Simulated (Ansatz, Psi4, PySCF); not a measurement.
chlorotrifluoromethane (CClF$_{3}$), singlet, geometry from GFN2-xTB. Base run: MP2/aug-cc-pVDZ (PySCF).

PySCF was given this input:
```python
from pyscf import gto, scf, mp

mol = gto.Mole()
mol.atom = '''
    F    -0.86134566   -0.63254016   -1.02874238
    C    -0.35035604   -0.00774362    0.01889747
    F    -0.84407447    1.21875581    0.05006863
    F    -0.74576507   -0.64039210    1.11088556
    Cl    1.42134135    0.03141469   -0.07666418
'''
mol.basis = 'aug-cc-pvdz'
mol.verbose = 4
mol.build()

mf = scf.RHF(mol)
mf.kernel()

pt = mp.MP2(mf)
pt.kernel()
print('E(MP2) = %.10f' % pt.e_tot)
```

The same geometry, method and basis name were run in Ansatz (a program for electronic structure) and Psi4 and PySCF, at each program's defaults and at the settings that a row names. The base is PySCF at its defaults. Differences at the defaults can come from grids, fitting, cores and function types together.

```csv
code and settings,ΔE vs base (mEh),basis functions,E (Eh),SCF cycles
"PySCF, defaults (exact integrals, spherical functions, all electrons correlated)",0.000,119,-796.63444,10
"Psi4, defaults (density fitting with its default set, spherical functions, all electrons correlated)",0.409,119,-796.63403,11
"Ansatz, defaults (factorised integrals, spherical functions, frozen core)",18.080,119,-796.61636,-
"PySCF, frozen core",18.075,119,-796.61637,10
"Psi4, exact integrals, spherical functions, frozen core",18.075,119,-796.61637,11
"Ansatz, high accuracy, frozen core",18.075,119,-796.61637,-
```
